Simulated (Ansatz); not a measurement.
C2H8AlNO, relaxed with RKS PBE-D4/def2-SVP in Ansatz 0.2.0 from a rough embedded geometry. The force threshold is 0.03 eV/Å; the program also tests the step.

Total charge 0; spin multiplicity 1. The bonds changed during the relaxation, so this is another structure than the one it started from.

Start:

```xyz
13

N    -0.484   -0.748    2.082
C    -0.793    0.358    1.252
O     0.315    0.691    0.414
C     0.078    0.139   -0.920
Al    1.743    0.507   -1.966
H    -0.414   -1.648    1.451
H    -1.219   -0.928    2.751
H    -1.001    1.240    1.878
H    -1.781    0.128    0.699
H     0.008   -1.017   -0.791
H    -0.766    0.518   -1.389
H     1.547    1.517   -3.187
H     2.767   -0.758   -2.273
```

(1) By how much does the energy fall, and how many steps does the optimiser take? (Best estimate.)

(2) Which bonds change most? (Estimate.)

(3) Give the relaxed structure. (An estimate is asked.)

Answers

(1) Computed: 140.26 kJ/mol, in 33 steps, 3 of them rejected.

(2) Ansatz gave: O3–Al5 from 2.782 to 1.974 Å; N1–H6 from 1.101 to 1.025 Å; C4–H11 from 1.037 to 1.107 Å; C4–H10 from 1.165 to 1.110 Å.

(3) Ansatz gave: 
```xyz
13

N    -0.236   -0.673    1.719
C    -0.746    0.464    1.060
O    -0.236    0.740   -0.301
C    -0.466   -0.268   -1.383
Al    1.415    0.328   -1.301
H    -0.523   -1.564    1.301
H     0.785   -0.658    1.830
H    -0.482    1.390    1.610
H    -1.849    0.389    0.957
H    -0.717   -1.256   -0.944
H    -1.274    0.091   -2.049
H     1.953    1.596   -2.110
H     2.377   -0.580   -0.388
```
